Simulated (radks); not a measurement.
Results of a calculation; reference values are marked as such.
Problem. The mean radii <r> (bohr) of the occupied orbitals of an atom or ion are listed with their occupations. Code: a radial shooting solver on a logarithmic mesh with Libxc functionals. Model: Dirac Kohn-Sham, PBEsol, spin-unpolarised, spherical densities, point nucleus.

| orbital | occ. | <r> |
|---|---|---|
| 1s1/2 | 2 | 0.01966 |
| 2s1/2 | 2 | 0.08276 |
| 2p1/2 | 2 | 0.06873 |
| 2p3/2 | 4 | 0.07623 |
| 3s1/2 | 2 | 0.2163 |
| 3p1/2 | 2 | 0.2061 |
| 3p3/2 | 4 | 0.2202 |
| 3d3/2 | 4 | 0.1935 |
| 3d5/2 | 6 | 0.1979 |
| 4s1/2 | 2 | 0.4879 |
| 4p1/2 | 2 | 0.4957 |
| 4p3/2 | 4 | 0.5282 |
| 4d3/2 | 4 | 0.5537 |
| 4d5/2 | 6 | 0.5652 |
| 5s1/2 | 2 | 1.208 |
| 5p1/2 | 2 | 1.362 |
| 5p3/2 | 4 | 1.475 |
| 4f5/2 | 6 | 0.7695 |
| 4f7/2 | 8 | 0.7901 |
| 5f5/2 | 0.428571 | 8.827 |
| 5f7/2 | 0.571429 | 8.836 |

Name the element and its charge. Open shells, if any, are shared by 2j + 1.

Solution. Z = 70, ytterbium, charge +1: Yb+ in [Xe] 4f14 5f1. The 1s radius gives Z: for a bare nucleus <r> = (2 gamma + 1)/(2Z) with gamma = sqrt(1 - (Z/c)^2), 0.01942 bohr for Z = 70, and screening makes it slightly larger (0.01966 here). The occupations add up to 69, and the charge is Z minus that.
